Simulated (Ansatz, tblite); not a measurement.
Isomers of GeC2⁺ (doublet), found by a short tight-binding search and relaxed with r2SCAN-D4/def2-TZVP in Ansatz.

The xTB rows come from tblite.

Run but left out: HF/def2-TZVPP, MP2/def2-TZVPP (A: ⟨S²⟩ 1.22, where a pure state has 0.75); CCSD/def2-TZVPP, CCSD(T)/def2-TZVPP (B: ⟨S²⟩ 1.37, where a pure state has 0.75).

B: At r2SCAN-D4/def2-TZVP the charge 1 doublet is spin-contaminated (final ⟨S²⟩ up to 0.83, 0.75 for a pure state).

Other spin states were run for one of them alone.

A:

```tsv
atom	x (Å)	y (Å)	z (Å)
Ge1	-0.728	1.211	0.015
C2	0.257	-1.053	0.418
C3	0.471	-0.158	-0.434
```

B:

Cartesian coordinates in Å:
```
Ge -0.3405 -1.2639 -1.0037
C 0.0482 0.1590 0.1248
C 0.2924 1.1049 0.8789
```

Q: Estimate their order by electronic energy at CAM-B3LYP-D4/def2-TZVP, counted from the lowest.

A: B (0.0) < A (5.8), in kJ/mol.

Q: Do the other levels pick the same lowest one?

A: Not PBE-D4/def2-TZVP, revPBE-D4/def2-TZVP. Energies above each level's lowest (kJ/mol):

```tsv
level	A	B
GFN1-xTB	23.1	0.0
GFN2-xTB	20.0	0.0
PBE-D4/def2-TZVP	0.0	1.9
revPBE-D4/def2-TZVP	0.0	2.0
r2SCAN-D4/def2-TZVP	2.4	0.0
PBE0-D4/def2-TZVP	1.0	0.0
CAM-B3LYP-D4/def2-TZVP	5.8	0.0
```
Point groups (tolerance 0.1 Å): A Cs, B C∞v. A and B have the same bonds, so they are conformers or stereoisomers. Lower isomers may exist.
